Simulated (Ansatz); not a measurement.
Cost and result up the ladder for Sn6S12 (18 atoms). Total charge 0; singlet. Geometry: PBE-D4/def2-SVP.

```csv
atom,x (Å),y (Å),z (Å)
Sn1,-0.138,0.705,-0.694
Sn2,-2.329,-1.743,-2.795
Sn3,1.500,-0.179,3.439
Sn4,0.046,-3.210,0.476
Sn5,-2.604,-0.399,0.988
Sn6,3.618,-1.396,-1.090
S7,3.822,0.809,0.145
S8,0.398,-2.116,-2.058
S9,-2.014,2.523,1.379
S10,-0.134,3.268,1.576
S11,2.133,-0.318,0.828
S12,-0.483,-1.444,2.355
S13,-2.379,-2.836,-0.319
S14,1.599,-0.413,-2.507
S15,0.926,3.026,-0.250
S16,-3.346,0.487,-1.772
S17,0.976,2.295,3.212
S18,-1.593,0.940,-2.912
```

Ansatz on 2 threads of AMD EPYC 7R13 on a shared host and a share (18 GiB) of an NVIDIA H100 80GB HBM3. Times are rough, and most runs start from the orbitals of an earlier one. PBE0-D4/def2-TZVP serves as the yardstick here, not as an exact answer. Differences are given only for rows in sets of like size (and for xTB, whose basis is part of the method), since another set adds its own error. Binding counts from free atoms at the same level (Sn triplet, S triplet; other spins of the atoms weren't run), without zero-point energy or a counterpoise term.

In the def2 sets Sn takes a core potential; there is no spin–orbit coupling. Correlated methods freeze 84 core orbitals; core or outer-core shells of Sn are correlated, in sets that lack core-valence functions. The rows differ in basis, and correlated rows in double-zeta sets carry the largest basis error. Single mean-field runs in def2-TZVP are fitted with def2-universal-jkfit. Another isomer (singlet) lies 2.73 eV lower at PBE0-D4/def2-TZVP; other spin states weren't run for this one.

Correlated methods converge slowly with the basis, most of all in double-zeta sets.

```
                         level  functions  wall time  binding energy per atom (eV)  difference from PBE0-D4/def2-TZVP (eV)
               PBE-D4/def2-SVP        372      3.7 s                          3.27                                       –
              PBE0-D4/def2-SVP        372      5.5 s                          3.05                                       –
                  MP2/def2-SVP        372      6.5 s                          2.60                                       –
             PBE0-D4/def2-TZVP        744        7 s                          3.11                                    0.00
             BLYP-D4/def2-TZVP        744      7.5 s                          3.16                                    0.05
PBE-D4/def2-TZVP (with forces)        744        9 s                          3.31                                    0.20
              RPA@PBE/def2-SVP        372      9.5 s                          2.30                                       –
           r2SCAN-D4/def2-TZVP        744       10 s                          3.11                                    0.00
```
